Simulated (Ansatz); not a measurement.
Mulliken charges of CH$_{6}$NSbSi (`[CH2]1N[SiH2][SbH]1`) from B3LYP/def2-TZVPP in Ansatz (PBE0-D4/def2-TZVP geometry).

```tsv
atom	x (Å)	y (Å)	z (Å)	charge (e)
C1	-0.365	1.171	-0.290	-0.286
N2	0.075	0.413	0.867	-0.316
Si3	0.119	-1.273	0.539	0.263
Sb4	-0.637	-0.453	-1.773	0.265
H5	0.372	1.893	-0.653	0.120
H6	-1.321	1.682	-0.141	0.122
H7	0.237	0.911	1.728	0.110
H8	1.450	-1.929	0.683	-0.082
H9	-0.839	-2.102	1.330	-0.089
H10	0.993	-0.363	-2.288	-0.107
```

Q: By hand: the dipole of these point charges (1 e Å = 4.8032 D).

A: Σ q r = (-0.298, -0.004, -0.354) e Å, of length 0.463 e Å = 2.22 D.

Q: How does the dipole of the full density compare? (Estimate.)

A: Ansatz gave: (-0.033, 0.192, 0.140) e Å, 1.15 D; the point charges give 1.93 times that, at 111° from its direction.

Point charges leave out the atoms' own dipoles, such as those of lone pairs, and Mulliken's split depends on the basis, so the two needn't agree.

B3LYP here is the variant with VWN-RPA as its local correlation; programs differ in this.
